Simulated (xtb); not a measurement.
W(S)2(NH2)(SH) (H3NS3W), SMILES [NH2][W](=[S])(=[S])[SH], multiplicity 1. All values are semi-empirical tight-binding results from xtb (GFN2-xTB unless named), good for trends rather than for accurate numbers. Coordinates come from a GFN2-xTB optimisation. The multiplicity is an assumed one; no other spin state was optimised. The structure was generated by enumeration; whether it is a known compound was not checked. Other conformers were not sampled.

For metal compounds this method's bond lengths and energies can be far off.

```yaml
orbital_gap: 1.68 eV
zero_point_energy: 21.2 kcal/mol
G − E(el) at 298.15 K (modified RRHO): -1.1 kcal/mol
```
